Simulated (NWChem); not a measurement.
selenophene (C4H4Se); SMILES c1ccc[se]1

Computed with NWChem. Pople sets run with spherical d functions. All runs use the structure optimised with PBE0/def2-SVP. Total energies compare along this basis series because the functional is fixed.

```csv
level,basis functions,energy (Ha),highest occupied level (eV),orbital gap (eV),dipole (D)
B3LYP/STO-3G,42,-2527.7911,-4.57,6.85,0.02
B3LYP/3-21G,66,-2544.1744,-6.35,6.14,0.11
B3LYP/6-31G*,96,-2556.0891,-6.30,5.96,0.47
B3LYP/6-311G**,140,-2556.3965,-6.54,5.89,0.31
```
